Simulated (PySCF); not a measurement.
NICS in rings of unrelated molecules.

NICS is the negative of the GIAO shielding at a point without a nucleus: at the ring centre (0) and 1 Å above and below it (1); zz is the component along the ring normal. Level: GIAO PBE0/pcSseg-1 (PySCF, non-relativistic, gas phase) on the GFN2-xTB geometries, one conformer each. Atom numbers follow the mapped SMILES.

Problem. Order these rings by mean NICS(1)zz, lowest (most negative) first (ppm).
A. ring C6–C7–C8–C9–C10 in `[F:1][C:2]([SiH3:3])=[C:4]=[P:5][C:6]1=[CH:7][CH2:8][CH2:9][CH2:10]1`
B. ring C4–C5–N7–N8–N9 in `[cH:1]1[cH:2][cH:3][c:4]2[c:5]([cH:6]1)[n:7][n:8][n:9]2[CH:10]1[CH2:11][CH2:12]1`
C. ring C2–C3–P5–C6–C7 in `[CH3:1][C:2]1=[C:3]([CH3:4])[PH2+:5][CH:6]=[CH:7]1` (charge +1)
D. ring N4–C5–P6–C7–C10 in `[CH:1]#[C:2][CH2:3][n:4]1[cH:5][p:6][c:7]([CH:8]=[CH2:9])[c:10]1[CH3:11]`
E. ring N6–N7–C8–C9–N10 in `[CH3:1][c:2]1[cH:3][cH:4][c:5](-[n:6]2[n:7][cH:8][cH:9][n:10]2)[cH:11][cH:12]1`
F. ring N2–C3–N4–N5–C6 in `[CH3:1][n:2]1[cH:3][n:4][n:5][c:6]1-[c:7]1[cH:8][cH:9][cH:10][cH:11][cH:12]1`
G. ring Si2–C4–C5 in `[CH3:1][Si@@:2]1([PH2:3])[CH2:4][C@H:5]1[F:6]`

Solution. B (-33.7), E (-30.3), F (-28.5), D (-24.8), G (-11.8), A (-2.2), C (1.0).

```csv
SMILES,ring,NICS(0),NICS(1),NICS(1)zz,HOMA,rms pucker (Å),ring atoms with four or more neighbours
c1ccc2c(c1)nnn2C1CC1,5-membered ring with 3 N; formal bonds all aromatic,-13.2,-13.9,-33.7,0.85,0.00,0
Cc1ccc(-n2nccn2)cc1,5-membered ring with 3 N; formal bonds all aromatic,-11.5,-12.3,-30.3,0.98,0.00,0
Cn1cnnc1-c1ccccc1,5-membered ring with 3 N; formal bonds all aromatic,-10.5,-10.8,-28.5,0.90,0.00,0
C#CCn1cpc(C=C)c1C,5-membered ring with N and P; formal bonds all aromatic,-12.0,-10.5,-24.8,0.81,0.01,0
C[Si@@]1(P)C[C@H]1F,3-membered ring with Si; formal bonds all single,-20.8,-6.8,-11.8,–,0.00,3
FC([SiH3])=C=PC1=CCCC1,"5-membered carbocycle; formal bonds 1 double, 4 single",-1.6,-3.0,-2.2,–,0.09,3
CC1=C(C)[PH2+]C=C1,"5-membered ring with P; formal bonds 2 double, 3 single",-0.1,-2.6,1.0,–,0.00,1
```

NICS(0) gives another order. The isotropic NICS(1) gives the same order. Over the 4 rings with a HOMA value its correlation coefficient with NICS(1)zz is -0.34. HOMA uses Krygowski's 1993 parameters; it is left out where a ring has a four-coordinate atom, a triple bond, no multiple bond or a kind of bond without parameters. NICS(1) and NICS(1)zz are means over the two faces.
